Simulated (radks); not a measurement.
Results of a calculation; reference values are marked as such.
Spherical jellium clusters: N electrons in a uniform positive sphere of charge N and radius rs N^(1/3), rs = 3.8 bohr. Level of theory: non-relativistic Kohn-Sham, PBE, spin-polarised, spherical densities (a radial shooting solver with Libxc functionals). Levels are named by radial order and angular momentum (1s, 1p, 1d, 2s, ...), and open shells are averaged over m.

N = 7, configuration 1s2 1p(up 3, down 2). This is the lowest configuration that the search found. Occupied and some empty levels:

level    occupation  eigenvalue (eV)  <r> (bohr)
1s up             1          -4.7439       4.964
1s down           1          -4.5736       4.880
1p up             3          -3.3140       6.058
1p down           2          -3.0965       6.067
1d up             0          -1.6301       7.217
1d down           0          -1.4214       7.318
2s up             0          -1.1925       7.778
2s down           0          -1.1082       7.843

Energy (eV): total -12.2533, kinetic 12.954, external -213.99, Hartree 104.47, exchange-correlation -25.738, background 110.06.

Electron density:

r (bohr)  n(r) (e/bohr^3)
0.242            0.003260
1.16             0.003644
2.07             0.004350
2.98             0.005012
3.90             0.005213
4.81             0.004704
5.73             0.003574
6.64             0.002236
7.55             0.001149
8.47            0.0005107
9.38            0.0002107
10.3           0.00008364
11.2           0.00003272
12.1           0.00001244
